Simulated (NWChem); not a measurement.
Species: TiSCl₂; SMILES [Ti](=[S])([Cl])[Cl]

Program: NWChem. Pople sets run with spherical d functions. Medium grid unless said otherwise, to which SCAN and Minnesota functionals are sensitive. Structure relaxed at the B3LYP/6-31G* (spherical d) level.

### Question
Order these by “highest occupied level (eV)”, lowest first: SCAN/6-31G*; B97-2/6-31G*; PBE/6-31G*; CAM-B3LYP/6-31G*.

### Answer
CAM-B3LYP/6-31G* (-9.42), B97-2/6-31G* (-7.96), SCAN/6-31G* (-7.28), PBE/6-31G* (-6.94)
